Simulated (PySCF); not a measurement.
# Computed records: AlH₅NOSi, BClH₃OSi

Calculation on a computer-drawn molecule: optimised geometry and harmonic frequencies of an isolated molecule of the commonest isotopes, restricted reference for singlets and unrestricted otherwise, frozen core in MP2. Program: PySCF 2.14.0.

Common to all runs: charge 1; multiplicity 1; method HF; basis cc-pV(D+d)Z.

```json
{"entry": 1, "formula": "AlH5NOSi", "start_structure": {"atoms_angstrom": [["O", 0.917, 1.6293, 0.5404], ["Si", 1.4484, 0.0981, 0.6854], ["N", 0.1314, -0.9789, 0.8917], ["Al", -1.7774, -1.0722, 0.9474], ["H", 1.3608, 2.4328, 0.4356], ["H", 2.7812, -0.3168, 0.6902], ["H", 0.4116, -1.9604, 0.9118], ["H", -2.3221, -2.451, 1.0881], ["H", -2.5231, 0.2984, 0.8353]]}, "given": {"drawn_bonds_atom": [1, 2, 3, 1, 2, 3, 4, 4], "drawn_bonds_other_atom": [2, 3, 4, 5, 6, 7, 8, 9], "drawn_bonds_order": [1, 1, 1, 1, 1, 1, 1, 1]}, "results": {"optimised_atom_element": ["O", "Si", "N", "Al", "H", "H", "H", "H", "H"], "optimised_atom_x [angstrom]": [0.8165, 1.288, 0.1518, -1.734, 1.337, 2.71, 0.5331, -2.356, -2.318], "optimised_atom_y [angstrom]": [1.574, 0.0789, -1.072, -1.019, 2.362, -0.2222, -2.006, -2.435, 0.4182], "optimised_atom_z [angstrom]": [0.5587, 0.696, 0.861, 0.9315, 0.4555, 0.6712, 0.9424, 1.1, 0.8093], "modes_frequency [cm^-1]": [126.0, 135.1, 189.2, 353.1, 422.0, 509.2, 620.6, 621.2, 641.2, 706.2, 720.8, 792.9, 904.8, 989.1, 1178, 1248, 2086, 2113, 2477, 3706, 4115], "modes_reduced_mass [dalton]": [1.346, 4.801, 2.048, 2.962, 1.119, 2.122, 1.163, 1.818, 1.183, 1.432, 1.254, 1.068, 1.162, 3.48, 3.188, 1.805, 1.018, 1.068, 1.046, 1.075, 1.069], "rotational_constants [GHz]": [11.03, 2.39, 1.964], "total_energy [hartree]": -662.9382, "convergence_status_largest_gradient_component [hartree/bohr]": 1.505e-05}}
{"entry": 2, "formula": "BClH3OSi", "start_structure": {"atoms_angstrom": [["O", -1.3197, -2.2344, 1.3431], ["Si", -1.2814, -1.366, 0.0199], ["B", -2.1271, -2.7727, -1.2592], ["Cl", -2.78, -3.9461, -2.0763], ["H", -1.0079, -2.0233, 2.1963], ["H", -0.0197, -0.9965, -0.4965], ["H", -2.22, -0.2415, 0.0006]]}, "given": {"drawn_bonds_atom": [1, 2, 3, 1, 2, 2], "drawn_bonds_other_atom": [2, 3, 4, 5, 6, 7], "drawn_bonds_order": [1, 1, 1, 1, 1, 1]}, "results": {"optimised_atom_element": ["O", "Si", "B", "Cl", "H", "H", "H"], "optimised_atom_x [angstrom]": [-1.297, -1.303, -2.134, -2.779, -0.9892, 0.0008648, -2.255], "optimised_atom_y [angstrom]": [-2.246, -1.349, -2.793, -3.935, -1.972, -1.048, -0.2365], "optimised_atom_z [angstrom]": [1.39, 0.04424, -1.226, -2.177, 2.245, -0.5507, 0.002003], "modes_frequency [cm^-1]": [111.0, 165.8, 218.4, 335.8, 396.8, 624.7, 750.4, 755.0, 917.1, 987.9, 1036, 1262, 2400, 2412, 4125], "modes_reduced_mass [dalton]": [6.721, 1.116, 3.304, 11.01, 8.941, 1.41, 1.199, 1.138, 1.443, 2.093, 1.244, 12.34, 1.028, 1.056, 1.068], "rotational_constants [GHz]": [15.07, 1.64, 1.506], "total_energy [hartree]": -849.5170, "convergence_status_largest_gradient_component [hartree/bohr]": 2.247e-05}}
```
